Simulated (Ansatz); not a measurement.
`C[O][InH2]` + `[AsH3]` → `[AsH2][InH2]` + CH₃OH at 400 K and 1 bar (ligand exchange at the In–O bond).

Calculated with Ansatz (gas phase, PBE0-D4/def2-TZVP geometries, no zero-point term in ΔE). CBS: MP2 limit from def2 TZ/QZ plus the TZ coupled-cluster correction, frozen cores. This one scheme is used for every species. def2 core potentials past Kr. For As, In outer-core shells are correlated without core-valence functions, which leaves a few kJ/mol of doubt a bond. Scalar relativity is left out up to krypton.

```csv
species,CCSD(T)/CBS energy (Eh),H − E (kJ/mol),S (J/(mol·K))
`C[O][InH2]`,-306.01914,165.3,344.2
`[AsH3]`,-2236.79077,72.0,234.9
`[AsH2][InH2]`,-2427.20683,95.5,339.8
CH₃OH,-115.61712,151.2,252.6
```

H − E and S are ideal-gas, rigid-rotor, harmonic terms from PBE0-D4/def2-TZVP. 1 Eh = 2625.50 kJ/mol, R = 8.31446 J/(mol·K).

Problem. By hand: ΔE, ΔH, ΔS and ΔG.

Solution. ΔE = (-2427.20683) + (-115.61712) − (-306.01914) − (-2236.79077) = -0.01404 Eh = -36.9 kJ/mol. Δ(H − E) = 95.5 + 151.2 − 165.3 − 72.0 = 9.4, so ΔH = -27.5 kJ/mol. ΔS = 339.8 + 252.6 − 344.2 − 234.9 = 13.3 J/(mol·K). ΔG = -27.5 − 400 × (13.3)/1000 = -32.8 kJ/mol.

Problem. By hand: the equilibrium constant, and the temperature at which ΔG would vanish if ΔH and ΔS stayed fixed.

Solution. log₁₀ K = −ΔG/(RT ln 10) = 4.3. ΔH and −TΔS have one sign here, so there is no such temperature.

The number of gas molecules stays the same, so ΔS is small and ΔH decides. A doubt of 5 kJ/mol in ΔE shifts log₁₀ K by 0.7 here. These are equilibria of isolated gas molecules and say nothing of rates. Largest T1 diagnostic: 0.017 (customary marks: 0.02 for closed shells, 0.045 for open ones).
